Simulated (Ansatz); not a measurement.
Consider the homolysis of the B–Se bond: `CB(Cl)[SeH]` → `C[B]Cl`• + `[SeH]`•.

Isolated molecules relaxed with PBE0-D4/def2-TZVP in Ansatz; ΔE leaves out vibrations. CCSD(T)/CBS is the MP2 limit (def2-TZVPP, def2-QZVPP) plus CCSD(T) − MP2 in def2-TZVPP, frozen cores. Functionals use def2-TZVPP. HSE06 is defined as in plane-wave codes. No spin–orbit coupling; open shells (•) take unrestricted orbitals. For Se outer-core shells are correlated without core-valence functions, which leaves a few kJ/mol of doubt a bond. Scalar relativity is left out up to krypton. One conformer a species, not always the lowest.

`CB(Cl)[SeH]`:

Cartesian coordinates in Å:
```
C 0.589 -0.676 -0.258
B -0.733 0.061 0.103
Cl -2.261 -0.815 0.044
Se -0.875 1.912 0.633
H 0.725 -1.531 0.413
H 0.512 -1.096 -1.267
H 1.480 -0.051 -0.207
H 0.563 2.196 0.539
```

`C[B]Cl`•:

```xyz
6

C    -0.024    0.521   -0.146
B    -0.256   -0.993   -0.340
Cl    0.295   -2.249    0.710
H    -0.866    0.891    0.455
H     0.894    0.750    0.405
H    -0.043    1.079   -1.084
```

`[SeH]`•:

Z-matrix (Å, degrees):
```
Se
H 1 1.471
```

```tsv
species	HSE06 energy (Eh)
`CB(Cl)[SeH]`	-2926.70144
`C[B]Cl`•	-524.71735
`[SeH]`•	-2401.83221
```

**Question.** Work out ΔE.

**Answer.** ΔE = (-524.71735) + (-2401.83221) − (-2926.70144) = 0.15188 Eh = +95.3 kcal/mol. CCSD(T)/CBS gives +100.4 kcal/mol.

Largest T1 diagnostic among the species: 0.014.

From PBE to PBE0 (25 % exact exchange), in def2-TZVPP and without D4, ΔE moves by −0.9 kcal/mol: exact exchange takes away binding that semilocal exchange gives to molecules. Leaving LDA and LC-ωPBE aside and taking each functional with its dispersion term where it has one, the values, not all of them listed here, spread over 5.7 kcal/mol, from BHLYP-D4 to PBE-QIDH. LDA lies +16.0 kcal/mol from PBE without D4, its usual overbinding.
